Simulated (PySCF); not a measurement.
This PySCF input asks for the NMR shieldings of `C#C[B@H-](C/C=N\C)[NH2+]C`, C6H13BN2; the geometry comes from GFN2-xTB.

```python
import basis_set_exchange as bse
import numpy as np
from pyscf import gto, dft
from pyscf.prop import nmr

atoms = """
C    -1.699067    2.452785    1.756390
C    -1.270641    1.362811    1.487324
B    -0.702694   -0.028620    1.114363
C     0.923950   -0.109780    1.431184
C     1.488913   -1.291984    0.750125
N     2.076990   -1.409839   -0.366513
C     2.448403   -0.290951   -1.187181
N    -0.833725   -0.137622   -0.525386
C    -2.202594   -0.238524   -1.023201
H    -2.075923    3.402684    2.008544
H    -1.310553   -0.946609    1.567635
H     1.048950   -0.219590    2.506946
H     1.423658    0.811845    1.130354
H     1.297579   -2.243458    1.243356
H     3.531518   -0.327857   -1.320650
H     2.179120    0.699325   -0.798718
H     1.998630   -0.423580   -2.175100
H    -0.279027   -0.946235   -0.806704
H    -0.384650    0.694495   -0.901528
H    -2.238809   -0.266653   -2.113657
H    -2.661208   -1.141580   -0.626093
H    -2.769229    0.618325   -0.662635
"""
names = dict.fromkeys(["C", "B", "N", "H"], "pcSseg-1")
basis = {el: gto.basis.parse(bse.get_basis(n, elements=[el], fmt="nwchem")) for el, n in names.items()}
mol = gto.M(atom=atoms, basis=basis, charge=0, verbose=0)
mf = dft.RKS(mol, xc="PBE0")
mf.grids.level = 2
mf.grids.alignment = dft.numint.BLKSIZE   # the property module wants whole blocks of grid points
mf.conv_tol = 1e-9
mf.kernel()

calc = nmr.RKS(mf)   # GIAO
C = mf.mo_coeff
Co = C[:, mf.mo_occ > 0]
resp = mf.gen_response(singlet=True, hermi=2)
def vind(x):   # induced exchange potential for any number of trial vectors
    d = np.einsum("pi,xij,qj->xpq", C, 2 * x.reshape(-1, C.shape[1], Co.shape[1]), Co, optimize=True)
    return np.einsum("xpq,pi,qj->xij", resp(d - d.transpose(0, 2, 1)), C, Co, optimize=True).ravel()
mo1, _ = nmr.rhf.solve_mo1(calc, with_cphf=vind)
sigma = calc.kernel(mo1)
for i, s in enumerate(sigma):   # ppm
    w = np.linalg.eigvalsh((s + s.T) / 2)
    print("%2d %-2s iso %8.1f  s11 %8.1f  s22 %8.1f  s33 %8.1f" % (i, mol.atom_pure_symbol(i), w.mean(), *w))
```

**Question.** What are the results?

**Answer.** 
```
 0 C  iso     93.8  s11     15.5  s22     25.7  s33    240.2
 1 C  iso     84.8  s11    -23.5  s22    -16.0  s33    294.0
 2 B  iso    121.5  s11    107.3  s22    119.4  s33    137.9
 3 C  iso    156.6  s11    116.8  s22    169.5  s33    183.6
 4 C  iso      8.3  s11   -107.8  s22     12.3  s33    120.6
 5 N  iso    -83.1  s11   -430.1  s22    -97.9  s33    278.6
 6 C  iso    146.7  s11    121.9  s22    143.1  s33    175.0
 7 N  iso    211.3  s11    199.8  s22    209.6  s33    224.5
 8 C  iso    155.6  s11    134.3  s22    144.4  s33    188.0
 9 H  iso     30.0  s11     24.9  s22     25.1  s33     39.9
10 H  iso     29.6  s11     27.7  s22     28.7  s33     32.2
11 H  iso     30.0  s11     26.3  s22     27.8  s33     35.8
12 H  iso     29.5  s11     26.0  s22     30.4  s33     32.2
13 H  iso     23.7  s11     20.6  s22     22.7  s33     27.7
14 H  iso     28.1  s11     24.5  s22     25.8  s33     33.9
15 H  iso     28.2  s11     24.7  s22     29.4  s33     30.6
16 H  iso     28.6  s11     26.0  s22     27.7  s33     32.0
17 H  iso     28.6  s11     20.2  s22     27.3  s33     38.2
18 H  iso     29.6  s11     24.0  s22     27.8  s33     37.1
19 H  iso     29.3  s11     24.0  s22     27.0  s33     36.9
20 H  iso     29.3  s11     25.1  s22     27.1  s33     35.9
21 H  iso     28.4  s11     23.0  s22     28.7  s33     33.3
```

These numbers come from an equivalent density-fitted implementation of the same equations, which agrees with the script to about 0.01 ppm for H and up to a few tenths of a ppm for heavy atoms, so last digits may differ.

Size and cost of the density-fitted run: 218 basis functions, 49 s wall time on 1 thread of an Arm Neoverse V1, shared host; peak memory 0.89 GiB.
